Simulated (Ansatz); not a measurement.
Ansatz (a quantum-chemistry and plane-wave program) input:

Ansatz 0.2 input:
```yaml
crystal:
  periodic: [false, false, false]
  atoms:
    - {symbol: Hg, position_ang: [-0.01061755, -0.20315876, -0.26076736]}
    - {symbol: Br, position_ang: [-0.25589637, 2.37141681, -1.35770337]}
    - {symbol: Br, position_ang: [0.28016507, -1.90705393, 1.95374305]}
basis:
  gaussian:
    orbitals: def2-SVPD
total_charge: -1
magnetization: {spin_polarized: true, initial_magnetization: 1}
correlation: {method: ccsd_t, electrons: outside_noble_gas}
```

Problem. Predict the final energy.

Solution. -5297.44609 Eh (CCSD(T)/def2-SVPD). The basis has 117 functions.

The spin state was set by rule; other spins were not relaxed.
